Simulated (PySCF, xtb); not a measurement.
C4H9NSi, SMILES C#C[Si@H](C)NC. Other conformers were not sampled.

Harmonic wavenumbers (cm⁻¹) from xtb with GFN2-xTB at its own minimum, in rising order: 70, 102, 114, 133, 142, 178, 261, 295, 336, 473, 619, 649, 659, 682, 687, 768, 794, 836, 870, 1068, 1111, 1161, 1363, 1379, 1424, 1494, 1495, 1502, 1503, 2106, 2211, 2900, 2973, 3031, 3041, 3048, 3059, 3349, 3447.

Task: What does PySCF with PBE-D3(BJ)/def2-SVP give at its own minimum? (An estimate is asked for; the answer gives what the named calculation found.)

Result: 70, 118, 121, 138, 151, 186, 273, 331, 379, 405, 572, 660, 685, 704, 712, 735, 764, 856, 869, 1060, 1102, 1135, 1214, 1344, 1382, 1383, 1399, 1418, 1445, 2081, 2103, 2902, 2979, 2985, 3041, 3077, 3090, 3390, 3511. Paired by order, the mean absolute difference is 35 cm⁻¹ and the zero-point energies are 73.4 and 72.6 kcal/mol.
